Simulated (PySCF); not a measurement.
Species: SiF4.
SMILES with atom numbers: `[F:1][Si:2]([F:3])([F:4])[F:5]`

The same species was optimised twice, with GFN2-xTB and with PBE0-D3(BJ)/def2-SVP (PySCF), and the same property calculations (PySCF, gas phase) were run on both structures.

| coordinate | GFN2-xTB | PBE0-D3(BJ)/def2-SVP | change |
| --- | --- | --- | --- |
| Si2–F5 (Å) | 1.566 | 1.586 | +0.020 |
| Si2–F4 (Å) | 1.566 | 1.586 | +0.020 |
| Si2–F3 (Å) | 1.566 | 1.586 | +0.020 |
| F1–Si2 (Å) | 1.566 | 1.586 | +0.020 |
| F1–Si2–F3 (°) | 109.5 | 109.4 | -0.1 |
| F1–Si2–F5 (°) | 109.4 | 109.5 | +0.1 |
| F4–Si2–F5 (°) | 109.5 | 109.5 | 0.0 |
| F3–Si2–F5 (°) | 109.5 | 109.5 | 0.0 |
| F1–Si2–F4 (°) | 109.5 | 109.5 | 0.0 |
| F3–Si2–F4 (°) | 109.5 | 109.5 | 0.0 |

Rotational constants: A = 4069, B = 4068, C = 4066 MHz (GFN2-xTB) against A = 3969, B = 3968, C = 3964 MHz (PBE0-D3(BJ)/def2-SVP). Point groups within 0.08 Å: Td and Td.

On the GFN2-xTB structure: HOMO (eV) -12.81 [PBE0/pcSseg-1]; LUMO (eV) 0.39 [PBE0/pcSseg-1]; GIAO shielding of F1/F3/F4/F5 (mean) (ppm) 343.2 [PBE0/pcSseg-1]; GIAO shielding of Si2 (ppm) 456.3 [PBE0/pcSseg-1].

Task: What do these properties become on the PBE0-D3(BJ)/def2-SVP structure?

Result: 
```tsv
property	level	on GFN2-xTB	on PBE0-D3(BJ)/def2-SVP	change
HOMO (eV)	PBE0/pcSseg-1	-12.81	-12.79	+0.02
LUMO (eV)	PBE0/pcSseg-1	0.39	0.12	-0.27
energy, GFN2-xTB geometry as zero (kcal/mol)	PBE0/pcSseg-1	0.0	-0.3	-0.3
GIAO shielding of F1/F3/F4/F5 (mean) (ppm)	PBE0/pcSseg-1	343.2	338.4	-4.8
GIAO shielding of Si2 (ppm)	PBE0/pcSseg-1	456.3	455.1	-1.2
```

The heavy atoms differ by 0.018 Å rms after alignment (one structure mirrored). Among all bonds F1–Si2, Si2–F3, Si2–F4 and Si2–F5 change most and about equally (+0.020 Å). Changes are differences of the printed values. Neither structure is proved a minimum here.
